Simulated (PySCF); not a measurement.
**Computed vibrations of [Gd(OH)4]−**

[Gd(OH)4]− (singlet in the valence; each metal's 4f electrons, 7 of them, lie in its core potential, out of spins and levels). PySCF 2.14.0, RKS BP86, Gd lcecp-1-SVP with ECP53, O def2-SVP, H def2-SVP; non-relativistic Hamiltonian with scalar-relativistic core potentials where named; density fitting; no spin-orbit coupling. Central differences of gradients.

```xyz
9

Gd    0.0000    0.0000    0.0000
O     1.2556    1.2442    1.2262
H     2.0428    1.5500    1.6973
O    -1.2556   -1.2442    1.2262
H    -2.0428   -1.5500    1.6973
O     1.2442   -1.2556   -1.2262
H     1.5500   -2.0428   -1.6973
O    -1.2442    1.2556   -1.2262
H    -1.5500    2.0428   -1.6973
```

Run from Python with OMP_NUM_THREADS=2. Where DIIS fails, smearing, a level shift and second-order steps follow.
It took 96 s on 2 threads of AMD EPYC 9R45 96-Core Processor (Zen 5), with other jobs on the host.

Question: What are the harmonic wavenumbers and infrared intensities?

Answer: Negative numbers are unstable modes, those under 60 cm⁻¹ near the noise; a finer grid moves soft modes by up to 10 cm⁻¹.
```csv
cm⁻¹,km/mol,symmetry
-60,–,
-59,–,
-30,–,
40,155.4,
62,2.1,
98,23.3,
99,22.9,
125,0.0,
139,0.0,
148,85.7,
188,194.9,
189,195.7,
197,146.1,
494,154.7,
494,154.7,
495,122.8,
530,0.0,
3830,11.2,
3830,11.2,
3830,0.0,
3830,6.9,
```

Question: Is this a minimum?

Answer: Probably not: 3 unstable, though so soft as to be near the noise; the lowest moves the atoms so:
```
Gd   0.02  0.00  0.00
O   -0.02  0.01  0.00
H   -0.41  0.38  0.39
O   -0.02  0.01  0.00
H   -0.41  0.38 -0.39
O   -0.05 -0.04 -0.04
H   -0.14 -0.06 -0.06
O   -0.05 -0.04  0.04
H   -0.14 -0.06  0.06
```

An lcecp potential fixes the number of 4f electrons, so in runs with it no electron can move into or out of that shell.
